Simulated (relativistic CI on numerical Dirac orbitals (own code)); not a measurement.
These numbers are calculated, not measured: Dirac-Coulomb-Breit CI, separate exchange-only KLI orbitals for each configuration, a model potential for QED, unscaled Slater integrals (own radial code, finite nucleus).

Configuration list (outside the closed core [Ne]): 3s2.3p6.3d4, 3s2.3p5.3d5, 3s.3p6.3d5, 3s2.3p6.3d3.4s, 3s2.3p6.3d3.4p, 3s2.3p6.3d3.4d, 3s2.3p6.3d2.4s.4p, 3s2.3p6.3d3.4f, 3s2.3p6.3d3.5s, 3s2.3p5.3d4.4s, 3s2.3p6.3d3.5p, 3s2.3p6.3d3.5d, 3s2.3p6.3d2.4p.4d, 3s2.3p5.3d4.4p, 3s2.3p6.3d3.5f, 3s2.3p6.3d3.5g, 3s2.3p6.3d3.6s, 3s2.3p6.3d3.6p, 3s2.3p6.3d3.6d, 3s2.3p5.3d4.4d, 3s.3p6.3d4.4s, 3p6.3d5.4p, 3s.3p6.3d4.5s, 3p6.3d6, 3p5.3d7, 3s2.3p6.3d2.4s2, 3s2.3p6.3d.4s2.4p, 3s2.3p6.3d.4s2.4d, 3s2.3p6.3d.4s2.4f, 3s2.3p6.3d2.4p2, 3s2.3p6.3d.4s.4p2, 3s2.3p6.3d.4p3, 3s2.3p6.3d.4p2.4d, 3s2.3p6.3d.4p2.4f, 3s2.3p6.3d2.4s.4d, 3s2.3p6.3d.4s.4p.4d, 3s2.3p6.3d.4s.4d2, 3s2.3p6.3d.4s.4d.4f, 3s2.3p6.3d2.4d2, 3s2.3p6.3d.4p.4d2, 3s2.3p6.3d.4d3, 3s2.3p6.3d.4d2.4f, 3s.3p6.3d3.4s2, 3s.3p6.3d2.4s2.4p, 3s.3p6.3d2.4s2.4d, 3s.3p6.3d2.4s2.4f, 3p6.3d5.4s, 3p5.3d6.4s. Double excitations out of closed p, d and f shells are left out; levels of such configurations are missing from the list, as are those of other unlisted configurations, and high levels can miss mixing partners. These lack a partner that the ground configuration has and come out too high: 3s2.3p5.3d4.4p, 3s2.3p5.3d4.4d.

At this charge energies of transitions that change n are usually good to better than 1 %, and those within a shell (Δn = 0) to a few per cent. Terms inside the open d or f shell come out 10 to 20 % too wide with unscaled integrals.

Outline of the computed level scheme of Ge XI. Lowest level of each configuration: 3s2.3p6.3d4 5D_0 at 0.0000 eV; 3s2.3p5.3d5 7P°_4 at 74.4766 eV.

Some strong electric-dipole decays among the lowest 45 levels: 3s2.3p5.3d5 5P°_3 → 3s2.3p6.3d4 5D_4 (8.9e+08 s⁻¹).
